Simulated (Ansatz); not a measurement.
Start from `S[PH][GaH2]` and change one atom or group to get `[PH2][GaH2]`.

Ansatz, PBE0-D4/def2-TZVP geometries, multiplicity 1. Each molecule was computed in one conformer, which needn't be the lowest.

Scalar relativity is left out up to krypton.

```tsv
property	`S[PH][GaH2]`
HOMO energy (ωB97M-V/def2-TZVPP) / eV	-8.73
HOMO energy (B3LYP/def2-TZVPP) / eV	-6.52
size of the dipole moment (ωB97M-V/def2-TZVPP) / D	0.56
HOMO energy (PBE/def2-TZVPP) / eV	-5.72
zero-point energy (PBE0-D4/def2-TZVP) / kJ/mol	88.2
size of the dipole moment (B3LYP/def2-TZVPP) / D	0.64
```

Task: Give the same properties after the change, and the shifts. (Best estimate.)

Result: The calculation gave: 
```
                                          property  `[PH2][GaH2]`  shift
             HOMO energy (ωB97M-V/def2-TZVPP) / eV          -9.29  -0.56
               HOMO energy (B3LYP/def2-TZVPP) / eV          -7.04  -0.52
size of the dipole moment (ωB97M-V/def2-TZVPP) / D           0.63   0.07
                 HOMO energy (PBE/def2-TZVPP) / eV          -6.23  -0.51
    zero-point energy (PBE0-D4/def2-TZVP) / kJ/mol           79.7   -8.5
  size of the dipole moment (B3LYP/def2-TZVPP) / D           0.59  -0.05
```

With PBE0 the HOMO falls by 0.52 eV and the LUMO falls by 0.57 eV, so the gap narrows by about 0.05 eV. PBE moves the HOMO by -0.51 eV and ωB97M-V by -0.56 eV. The zero-point energy changes by -8.5 kJ/mol with -3 modes. Dipoles are sizes alone; their direction can turn.

B3LYP here is the variant with VWN-RPA as its local correlation; programs differ in this.
